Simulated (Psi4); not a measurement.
Psi4 input (wB97X-D/6-31G*):

```
memory 1500 MB

molecule {
0 2
O    -0.58891700   -0.84155200   -0.85374300
S     0.17772200   -0.17737300    0.19048800
O     0.28230700    1.27050200    0.30006400
H    -0.39067200   -0.59362500    1.38162700
symmetry c1
no_reorient
no_com
}

set {
  basis 6-31G*
  reference uks
  scf_type pk
  dft_radial_points 99
  dft_spherical_points 590
  e_convergence 1e-8
  d_convergence 1e-7
  maxiter 150
}

e = energy('wb97x-d')
print_out(f'\nFINAL {e:.10f} DIPOLE {variable("CURRENT DIPOLE")[0]:.6f} {variable("CURRENT DIPOLE")[1]:.6f} {variable("CURRENT DIPOLE")[2]:.6f}\n')
```

From the output:

```
  HONO-1 :   16  A 1.9986238
  HONO-0 :   17  A 1.0000000
  LUNO+0 :   18  A 0.0013762
  LUNO+1 :   19  A 0.0008834
  LUNO+2 :   20  A 0.0002943
  LUNO+3 :   21  A 0.0000515

Computation Completed

Properties will be evaluated at   0.000000,   0.000000,   0.000000 [a0]

Properties computed using the SCF density matrix

 Multipole Moments:

 ------------------------------------------------------------------------------------
     Multipole            Electronic (a.u.)      Nuclear  (a.u.)        Total (a.u.)
 ------------------------------------------------------------------------------------

 L = 1.  Multiply by 2.5417464519 to convert [e a0] to [Debye]
 Dipole X            :          0.1989648           -0.0000000            0.1989648
 Dipole Y            :         -0.5590916            0.0000132           -0.5590784
 Dipole Z            :          0.8731572            0.0000057            0.8731629
 Magnitude           :                                                    1.0557315

 ------------------------------------------------------------------------------------

FINAL -549.0550056169 DIPOLE 0.198965 -0.559078 0.873163

*** Psi4 exiting successfully. Buy a developer a beer!
```

The geometry given is a B3LYP-D3(BJ)/def2-TZVP minimum.
